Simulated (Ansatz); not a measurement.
Consider the substitution at a C–O bond: `NC[O][InH2]` + `[NH2][AlH2]` → `NC[NH][AlH2]` + `[OH][InH2]`.

Computed with Ansatz on PBE0-D4/def2-TZVP structures; ΔE is electronic, products minus reactants. CCSD(T)/CBS adds triple-zeta CCSD(T) − MP2 to the extrapolated MP2 energy (def2 sets, frozen cores). This one scheme is used for every species. Elements past krypton have def2 core potentials. For In outer-core shells are correlated without core-valence functions, which leaves a few kJ/mol of doubt a bond. One conformer a species, not always the lowest.

`NC[O][InH2]`:

Cartesian coordinates in Å:
```
N 0.862 -1.277 1.164
C 0.014 -0.914 0.069
O -0.680 0.294 0.262
In -0.674 1.807 -1.031
H 0.319 -1.335 2.017
H 1.575 -0.572 1.310
H -0.720 -1.720 -0.062
H 0.636 -0.883 -0.839
H 0.343 1.516 -2.379
H -1.674 3.085 -0.512
```

`[NH2][AlH2]`:

```xyz
6

N     0.864    0.364    0.026
Al   -0.763   -0.321   -0.023
H     1.151    1.202   -0.453
H     1.638   -0.028    0.538
H    -1.858    0.433   -0.884
H    -1.033   -1.649    0.796
```

`NC[NH][AlH2]`:

Z-matrix (Å, degrees):
```
C
N 1 1.438
N 1 1.452 2 110.6
H 1 1.101 2 107.5 3 -125.1
H 1 1.099 2 111.4 3 118.4
Al 2 1.770 1 128.5 3 123.3
H 2 1.012 1 110.5 3 -54.5
H 3 1.013 1 111.0 2 172.2
H 3 1.013 1 110.3 2 -68.2
H 6 1.585 2 117.4 1 -0.7
H 6 1.583 2 117.8 1 179.5
```

`[OH][InH2]`:

Z-matrix (Å, degrees):
```
In
O 1 1.991
H 1 1.715 2 114.8
H 1 1.705 2 111.5 3 -180.0
H 2 0.959 1 113.4 3 0.0
```

```tsv
species	SCS-MP2/def2-TZVPP energy (Eh)
`NC[O][InH2]`	-360.82637
`[NH2][AlH2]`	-299.06906
`NC[NH][AlH2]`	-393.53446
`[OH][InH2]`	-266.36129
```

(1) Work out ΔE.

Largest T1 diagnostic among the species: 0.017.

Results:

(1) ΔE = (-393.53446) + (-266.36129) − (-360.82637) − (-299.06906) = -0.00032 Eh = -0.2 kcal/mol. CCSD(T)/CBS gives 0.0 kcal/mol.

In def2-TZVPP, CCSD(T) changes the Hartree–Fock value by −1.0 kcal/mol (the triples alone add +0.1 kcal/mol) and MP2 by −1.6 kcal/mol.
